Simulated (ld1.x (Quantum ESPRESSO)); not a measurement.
hydrogen (H): one change to a PAW potential, before and after

ld1.x (Quantum ESPRESSO) 7.5 input, shortened:

```
&input
   title='H', zed=1., rel=1, dft='PZ', iswitch=3,
   config='1s1'
 /
 &inputp
   pseudotype=3, lpaw=.true., tm=.true., lloc=-1, rcloc=1.20,
   nlcc=.false.,
   which_augfun='BESSEL', rmatch_augfun=0.75
 /
2
1S  1  0   1.00   0.00  0.90  1.20  0.0
1S  1  0   0.00   0.70  0.90  1.20  0.0
 &test
   configts(1)='1s1'
 /
```

Change: local potential all-electron potential smoothed inside 0.50 bohr (lloc = -1).

Cutoffs: the cutoffs (Ry, on a coarse ladder) from which the occupation-weighted sum of valence levels, in a spherical-Bessel basis at the reference potential, stays within 10 and 1 mRy of its value at 400 Ry; they do not see the model core or the augmentation charge, which bear on the density cutoff. Errors are all-electron minus pseudo energies relative to the spin-unpolarised reference configuration.

**Question.** Predict the effect on cutoff, ghosts and configuration errors.

**Answer.** The potential gets harder (15 Ry and 25 Ry → 18 Ry and 30 Ry); the errors of the 3 common tests hardly move; neither file shows a bound ghost.

| quantity | base | changed |
| --- | --- | --- |
| cutoff, loose | 15 Ry | 18 Ry |
| cutoff, tight | 25 Ry | 30 Ry |
| bound ghosts | none | none |
| error for 1s0.5, meV [ΔE 4.64 eV] | 0.0 | 0.0 |
| error for 1s1 (spin-polarised), meV [ΔE -0.90 eV] | 0.0 | 0.0 |
| error for 1s0.5 (spin-polarised), meV [ΔE 4.26 eV] | 0.0 | -0.1 |
| s: phases at 1.29 bohr within 0.05 rad from the reference energy up to (Ry; the scan ends near 5) | to the end of the scan | to the end of the scan |
| lowest overlap eigenvalue by channel | s 0.99 | s 0.98 |
